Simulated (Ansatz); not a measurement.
Reaction (isomerisation): `NC1=C[SiH2]1` → `[SiH3]C1C=N1`

Program: Ansatz. Geometries: PBE0-D4/def2-TZVP. ΔE: electronic, gas phase. CCSD(T)/CBS adds triple-zeta CCSD(T) − MP2 to the extrapolated MP2 energy (def2 sets, frozen cores). Functionals use def2-TZVPP. Each species was taken in one conformer, which may not be the lowest.

`NC1=C[SiH2]1`:

```xyz
9

N     0.347   -1.339    0.969
C     0.134   -0.236    0.224
C     0.754    0.920   -0.069
Si   -0.856    0.836   -0.848
H     1.267   -1.523    1.333
H    -0.250   -2.135    0.843
H     1.697    1.390    0.175
H    -1.045    0.523   -2.290
H    -2.048    1.564   -0.336
```

`[SiH3]C1C=N1`:

Cartesian coordinates in Å:
```
Si -0.410 1.000 0.692
C 0.124 -0.699 0.126
C 0.657 -0.973 -1.198
N -0.539 -1.300 -1.153
H 0.609 1.567 1.617
H -0.545 1.883 -0.496
H -1.708 0.933 1.413
H 0.328 -1.442 0.898
H 1.483 -0.968 -1.899
```

```csv
level,ΔE (kcal/mol)
revPBE-D4,17.3
MP2/CBS(def2),17.6
```

Q: What does CCSD(T)/CBS give? (Estimate.)

A: The calculation gave: +16.2 kcal/mol. The listed levels differ from it by 1.1, 1.4 kcal/mol.

Largest T1 diagnostic among the species: 0.013.

From r2SCAN to r2SCAN0 (25 % exact exchange), in def2-TZVPP and without D4, ΔE moves by +1.1 kcal/mol. At CCSD(T), def2-SVP lies −5.4 kcal/mol from the extrapolated value and def2-TZVPP −1.7 kcal/mol.
